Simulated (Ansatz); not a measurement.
Mulliken charges of CH$_{3}$F$_{2}$O$_{2}$Ta, SMILES `C[O][Ta](=[O])([F])[F]` from PBE/def2-TZVPP in Ansatz (PBE0-D4/def2-TZVP geometry).

```csv
atom,x (Å),y (Å),z (Å),charge (e)
C1,-0.538,-1.005,-1.128,-0.123
O2,-0.486,0.165,-0.346,-0.321
Ta3,0.468,0.982,1.035,1.065
O4,1.717,-0.104,1.486,-0.380
F5,1.253,2.579,0.423,-0.293
F6,-0.653,1.257,2.521,-0.293
H7,0.263,-1.693,-0.846,0.118
H8,-1.504,-1.491,-0.982,0.113
H9,-0.431,-0.736,-2.181,0.113
```

Problem. By hand: the dipole of these point charges (1 e Å = 4.8032 D).

Solution. Σ q r = (-0.295, -0.419, -0.532) e Å, of length 0.739 e Å = 3.55 D.

Problem. How does the dipole of the full density compare? (Best estimate.)

Solution. Ansatz gave: (-0.409, -0.194, -0.493) e Å, 3.21 D; the point charges give 1.11 times that, at 20° from its direction.

Point charges leave out the atoms' own dipoles, such as those of lone pairs, and Mulliken's split depends on the basis, so the two needn't agree.
